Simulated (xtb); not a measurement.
CH$_{3}$O, charge +1, singlet, geometry from GFN2-xTB; GFN0-xTB (xtb).

xtb was given this input:
```
$ xtb mol.xyz --gfn 0 --chrg 1 --json

# file mol.xyz
5

C     -0.58152487     0.19211987     0.00229310
O      0.54730089    -0.27552580     0.00069148
H     -1.41942885    -0.51991072     0.03534883
H     -0.82073869     1.26382584    -0.02663036
H      1.35090961     0.30757208    -0.02800891
```

It wrote (shortened):

```
   ID    Z sym.   atoms
    1    6 C      1
    2    8 O      2
    3    1 H      3-5

           -------------------------------------------------
          |                Calculation Setup                |
           -------------------------------------------------

           -------------------------------------------------
          |                 G F N 0 - x T B                 |
           -------------------------------------------------

          ...................................................
          :                      SETUP                      :
          :.................................................:
          :  # basis functions                  14          :
          :  # atomic orbitals                  14          :
          :  # shells                           10          :
          :  # electrons                        12          :
          :  electronic temp.          300.0000000     K    :
          :  accuracy                    1.0000000          :
          :  -> integral cutoff          0.2500000E+02      :
          :  -> integral neglect         0.1000000E-07      :
          ...................................................

         :::::::::::::::::::::::::::::::::::::::::::::::::::::
         ::                     SUMMARY                     ::
         :::::::::::::::::::::::::::::::::::::::::::::::::::::
         :: total energy              -5.248187622693 Eh    ::
         :: gradient norm              0.037110778476 Eh/a0 ::
         :: HOMO-LUMO gap              4.436406661006 eV    ::
         ::.................................................::
         :: H0 energy                 -6.742155286761 Eh    ::
         :: repulsion energy           0.077824302658 Eh    ::
         :: electrostat energy         1.424115555481 Eh    ::
         :: -> Gsolv                   0.000000000000 Eh    ::
         ::    -> Gsasa                0.000000000000 Eh    ::
         ::    -> Gshift               0.000000000000 Eh    ::
         :: dispersion energy         -0.000278278468 Eh    ::
         :: short-range corr.         -0.007693915603 Eh    ::
         :: add. restraining           0.000000000000 Eh    ::
         :: total charge               1.000000000000 e     ::
         :::::::::::::::::::::::::::::::::::::::::::::::::::::

           -------------------------------------------------
          |                Property Printout                |
           -------------------------------------------------

    * Orbital Energies and Occupations

         #    Occupation            Energy/Eh            Energy/eV
      -------------------------------------------------------------
         1        2.0000           -0.7063447             -19.2206
         2        2.0000           -0.6243283             -16.9888
         3        2.0000           -0.5719082             -15.5624
         4        2.0000           -0.5338870             -14.5278
         5        2.0000           -0.4865956             -13.2409
         6        2.0000           -0.4480139             -12.1911 (HOMO)
         7                         -0.2849790              -7.7547 (LUMO)
         8                         -0.1706713              -4.6442
         9                         -0.1286208              -3.4999
        10                         -0.0943412              -2.5672
        11                          0.1260057               3.4288
        12                          0.1890804               5.1451
        13                          0.3016853               8.2093
        14                          0.4237096              11.5297
      -------------------------------------------------------------
                  HL-Gap            0.1630349 Eh            4.4364 eV
             Fermi-level            0.0000000 Eh            0.0000 eV

     #   Z          covCN         q      C6AA      α(0)
     1   6 C        2.702     0.118    26.815     8.448
     2   8 O        1.656    -0.223    17.577     5.671
     3   1 H        0.923     0.339     0.603     1.215
     4   1 H        0.923     0.296     0.721     1.328
     5   1 H        0.801     0.470     0.376     0.963

 Mol. C6AA /au·bohr⁶  :        133.812867
 Mol. C8AA /au·bohr⁸  :       2946.110627
 Mol. α(0) /au        :         17.625198

Wiberg/Mayer (AO) data.
largest (>0.10) Wiberg bond orders for each atom

 ---------------------------------------------------------------------------
     #   Z sym  total        # sym  WBO       # sym  WBO       # sym  WBO
 ---------------------------------------------------------------------------
     1   6 C    3.886 --     2 O    1.945     3 H    0.974     4 H    0.968
     2   8 O    2.949 --     1 C    1.945     5 H    0.969
     3   1 H    1.008 --     1 C    0.974
     4   1 H    0.990 --     1 C    0.968
     5   1 H    0.987 --     2 O    0.969
 ---------------------------------------------------------------------------

Topologies differ in total number of bonds
Writing topology from bond orders to xtbtopo.mol

 dipole moment from electron density (au)
     X       Y       Z
   0.5117   0.2411  -0.0144  total (Debye):    1.438

           -------------------------------------------------
          | TOTAL ENERGY               -5.248187622693 Eh   |
          | GRADIENT NORM               0.037110778476 Eh/α |
          | HOMO-LUMO GAP               4.436406661006 eV   |
           -------------------------------------------------

normal termination of xtb
```
